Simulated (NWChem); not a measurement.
A series in which one site is exchanged, each optimised at PBE0/def2-SVP with NWChem, gas phase unless a solvent is named. Low-valent species are run as closed-shell singlets; no triplet was tried in these runs. This build's default masses of Se (78.918 u) and Br (79.917 u) are each other's, which moves their modes by up to 0.6 %. Some are not confirmed as minima by frequencies. def2 effective core potentials on Sn, Pb; no spin-orbit coupling.

A: [GeH][Br] (GeHBr; site = Ge)
B: [Br][PbH] (PbHBr; site = Pb)
C: [Br][SnH] (SnHBr; site = Sn)
D: [SiH]Br (SiHBr; site = Si)

Values for A:

| Item | Value |
|---|---|
| dipole (D), PBE0/def2-SVP | 1.64 |
| orbital gap (eV), PBE0/def2-SVP | 3.92 |
| vertical ionisation energy, ΔSCF, PBE/def2-SVP (eV) | 9.12 |

Q: How do these values change for the other members?

A: 
```json
[
 {"change from A": "dipole (D), PBE0/def2-SVP", "B": "+2.08", "C": "+1.04", "D": "-0.62"},
 {"change from A": "orbital gap (eV), PBE0/def2-SVP", "B": "-0.04", "C": "-0.13", "D": "-0.08"},
 {"change from A": "vertical ionisation energy, ΔSCF, PBE/def2-SVP (eV)", "B": "-0.31", "C": "-0.29", "D": "-0.08"}
]
```
